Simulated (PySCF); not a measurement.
CH8OSi2. Atoms are numbered in the order given.

```xyz
12

Si     1.6543     0.9546    -0.5830
C      0.7484    -0.6991    -0.2988
O     -0.6583    -0.5188    -0.4263
Si    -1.7172    -0.3957     0.8572
H      3.1281     0.7536    -0.4422
H      1.3509     1.4651    -1.9490
H      1.1935     1.9511     0.4257
H      1.0761    -1.4353    -1.0542
H      1.0278    -1.1271     0.6850
H     -1.4355     0.8147     1.6871
H     -3.0781    -0.3043     0.2712
H     -1.6069    -1.5973     1.7404
```

Geometry optimised at B3LYP-D3(BJ)/def2-SVP. One conformer was computed; it need not be the lowest.

Level of theory: PySCF with TDDFT-PBE/def2-SVPD.

Vertical excitations. The molecule is in vacuum.

```csv
state,energy (eV),λ (nm),f,main pairs
S1,5.53,224,0.002,HOMO→LUMO 99 %
S2,6.12,203,0.023,HOMO→LUMO+1 98 %
S3,6.59,188,0.023,HOMO→LUMO+2 90 %
S4,6.69,185,0.026,"HOMO−1→LUMO 48 %, HOMO→LUMO+3 46 %"
S5,6.70,185,0.067,"HOMO−1→LUMO 50 %, HOMO→LUMO+3 41 %"
S6,6.86,181,0.006,HOMO→LUMO+4 98 %
S7,6.95,178,0.001,HOMO→LUMO+5 97 %
S8,7.20,172,0.013,"HOMO→LUMO+6 59 %, HOMO−1→LUMO+1 38 %"
S9,7.28,170,0.024,"HOMO−1→LUMO+1 58 %, HOMO→LUMO+6 33 %"
S10,7.39,168,0.016,"HOMO→LUMO+7 59 %, HOMO−2→LUMO 32 %"
T1,5.29,234,0,HOMO→LUMO 99 %
T2,5.89,211,0,HOMO→LUMO+1 98 %
T3,6.43,193,0,HOMO−1→LUMO 91 %
T4,6.43,193,0,HOMO→LUMO+2 89 %
```
Triplets are in the Tamm–Dancoff approximation, which puts them higher than full response would, so one can lie above its singlet here.
